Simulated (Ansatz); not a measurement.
`B[Si](C)(O)F` + H–F → `B[Si](O)(F)F` + CH₄ at 700 K and 1 bar (ligand exchange at the Si–C bond).

Computed with Ansatz on PBE0-D4/def2-TZVP structures; ΔE is electronic, products minus reactants. CCSD(T)/CBS is the MP2 limit (def2-TZVPP, def2-QZVPP) plus CCSD(T) − MP2 in def2-TZVPP, frozen cores. This one scheme is used for every species. One conformer a species, not always the lowest.

```json
{"species": "`B[Si](C)(O)F`", "CCSD(T)/CBS energy (Eh)": "-530.60219", "H − E (kJ/mol)": "281.4", "S (J/(mol·K))": "494.7"}
{"species": "H–F", "CCSD(T)/CBS energy (Eh)": "-100.39570", "H − E (kJ/mol)": "45.2", "S (J/(mol·K))": "198.5"}
{"species": "`B[Si](O)(F)F`", "CCSD(T)/CBS energy (Eh)": "-590.59738", "H − E (kJ/mol)": "179.0", "S (J/(mol·K))": "449.4"}
{"species": "CH₄", "CCSD(T)/CBS energy (Eh)": "-40.46206", "H − E (kJ/mol)": "145.9", "S (J/(mol·K))": "224.0"}
```

H − E and S are ideal-gas, rigid-rotor, harmonic terms from PBE0-D4/def2-TZVP, for one conformer and one mirror image of each species. 1 Eh = 2625.50 kJ/mol, R = 8.31446 J/(mol·K).

Task: By hand: ΔE, ΔH, ΔS and ΔG.

Result: ΔE = (-590.59738) + (-40.46206) − (-530.60219) − (-100.39570) = -0.06155 Eh = -161.6 kJ/mol. Δ(H − E) = 179.0 + 145.9 − 281.4 − 45.2 = -1.7, so ΔH = -163.3 kJ/mol. ΔS = 449.4 + 224.0 − 494.7 − 198.5 = -19.8 J/(mol·K). ΔG = -163.3 − 700 × (-19.8)/1000 = -149.4 kJ/mol.

Task: By hand: the equilibrium constant, and the temperature at which ΔG would vanish if ΔH and ΔS stayed fixed.

Result: log₁₀ K = −ΔG/(RT ln 10) = 11.1. ΔG = 0 at ΔH/ΔS = 8247 K, far beyond where these terms or the molecules hold.

ΔH outweighs TΔS. A doubt of 5 kJ/mol in ΔE shifts log₁₀ K by 0.4 here. Other conformers and mirror images would add mixing entropy, several J/(mol·K) or more a flexible species. Modes under 60 cm⁻¹, often nearly free rotors, make the harmonic entropy too high. These are equilibria of isolated gas molecules and say nothing of rates. Largest T1 diagnostic: 0.012 (customary marks: 0.02 for closed shells, 0.045 for open ones).
